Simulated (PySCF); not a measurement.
C2H6N2Si, SMILES C#C[SiH](N)N.

The structure is a stationary point at PBE0-D3(BJ)/def2-SVP. This is a generated structure with no PubChem entry under its InChIKey; it may be hypothetical. The values are those of a single conformer.

These are PBE0-D3(BJ)/def2-SVP in PySCF 2.14.0 values and carry that method's errors.

Frequencies are harmonic and unscaled.

```csv
mode,ν (cm⁻¹),IR (km/mol),moving atoms (share of kinetic energy)
1,129,1.3,"N 34 %, C 33 %, H 26 %"
2,165,2.4,"C 40 %, H 28 %, N 21 %, Si 11 %"
3,216,1.3,"H 46 %, N 34 %, C 11 %, Si 9 %"
4,253,14.8,H 93 %
5,334,118.8,"H 62 %, C 26 %, N 9 %"
6,359,67.4,"H 57 %, C 31 %"
7,380,6.3,"H 46 %, C 35 %, N 15 %"
8,403,104.7,"H 39 %, N 24 %, C 21 %, Si 16 %"
9,441,188.3,"H 64 %, N 27 %"
10,598,61.3,"C 50 %, Si 32 %, H 12 %"
11,736,31.0,"H 76 %, C 24 %"
12,744,28.6,"H 75 %, C 25 %"
13,757,44.7,"H 80 %, N 15 %"
14,776,12.1,"H 85 %, N 10 %"
15,824,23.5,"N 49 %, H 37 %, Si 14 %"
16,894,189.8,"H 51 %, Si 25 %, N 23 %"
17,902,138.4,"H 49 %, N 29 %, Si 22 %"
18,961,241.6,"H 54 %, Si 29 %, N 16 %"
19,1530,88.3,"H 88 %, N 11 %"
20,1538,34.6,"H 89 %, N 11 %"
21,2161,35.2,"C 90 %, H 10 %"
22,2216,169.8,H 97 %
23,3474,45.9,"H 86 %, C 14 %"
24,3612,29.1,H 96 %
25,3620,37.9,H 96 %
26,3716,33.1,"H 91 %, N 9 %"
27,3727,36.6,"H 91 %, N 9 %"
```
